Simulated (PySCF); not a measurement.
SbFBr2, SMILES [Sb]([Br])([Br])[F].

The structure is a stationary point at PBE0-D3(BJ)/def2-SVP. The def2 effective core potentials stand for the cores of Sb; spin–orbit coupling is left out.

Method: PBE/def2-TZVP run with PySCF.

Computed frontier levels, gap, dipole moment and polarisability:
| Item | Result |
|---|---|
| highest occupied level | -7.32 eV |
| lowest empty level | -2.92 eV |
| orbital gap | 4.39 eV |
| dipole moment | 2.66 D |
| quadrupole, principal values (traceless, Buckingham form, about the centre of nuclear charge) | -5.73, -0.95, 6.68 D·Å |
| mean static polarisability | 80.4 bohr³ (11.91 Å³) |
| polarisability, principal values | 58.2, 78.5, 104.5 bohr³ |
